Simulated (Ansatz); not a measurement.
Ansatz (an electronic-structure program) input (CCSD(T)/aug-cc-pV(T+d)Z):
A basis named .json is the Basis Set Exchange file of that set.

Ansatz 0.2 input:
```yaml
crystal:
  periodic: [false, false, false]
  atoms:
    - {symbol: B, position_ang: [-0.33994470, -0.07333258, 0.03730795]}
    - {symbol: Cl, position_ang: [0.18053253, 1.57535595, -0.34400463]}
    - {symbol: Cl, position_ang: [0.87393835, -1.34788641, 0.22827951]}
    - {symbol: N, position_ang: [-1.68643911, -0.36379718, 0.18508181]}
    - {symbol: H, position_ang: [-2.40315243, 0.33487173, 0.08369251]}
    - {symbol: H, position_ang: [-2.01805530, -1.28861080, 0.40152223]}
basis:
  gaussian:
    orbitals: aug-cc-pV_T+d_Z.json
magnetization: {spin_polarized: false}
correlation: {method: ccsd_t, electrons: outside_noble_gas}
```

Output:

```
Functional definition: HF
integrals: 1.57 GiB planned
1434 factors; integrals over basis functions are off by at most 1.1e-3 eV
mean field: 1.23 GiB planned
mean field evaluation 1: about -27195.3272 eV, gradient 3.5e1 eV
mean field evaluation 2: about -27195.4782 eV, gradient 3.5e1 eV
mean field evaluation 4: about -27198.1197 eV, gradient 2.8e0 eV
mean field evaluation 8: about -27198.1557 eV, gradient 2.0e-1 eV
mean field evaluation 16: about -27197.3095 eV, gradient 1.8e1 eV
mean field -27198.15593263 eV, -999.5137949520 hartree, gradient 2.2e-6 eV, S^2 0.000000; 0 other end points of the search recorded, 0 dependent functions left out
12 core orbitals not correlated
reference -27198.15593263 eV, -999.5137949520 hartree; 12, 12 occupied and 224, 224 virtual orbitals, 1434 factors
second order -19.08853300 eV of doubles, -0.00000000 eV of singles
coupled cluster: 2.64 GiB planned
cycle   1  -19.64425913 eV  change   -5.6e-1 eV  update   8.3e-2
cycle   2  -20.03789629 eV  change   -3.9e-1 eV  update   2.3e-2
cycle   3  -20.11956610 eV  change   -8.2e-2 eV  update   1.2e-2
cycle   4  -20.10952119 eV  change    1.0e-2 eV  update   3.1e-3
cycle   5  -20.10948450 eV  change    3.7e-5 eV  update   1.3e-3
cycle   6  -20.10948548 eV  change   -9.8e-7 eV  update   3.6e-4
cycle   7  -20.10936377 eV  change    1.2e-4 eV  update   1.2e-4
cycle   8  -20.10938653 eV  change   -2.3e-5 eV  update   4.8e-5
cycle   9  -20.10940140 eV  change   -1.5e-5 eV  update   1.9e-5
perturbative correction -0.90926667 eV, -0.0334149337 hartree
Total energy: -27219.17460069 eV, -1000.2862167563 hartree
```
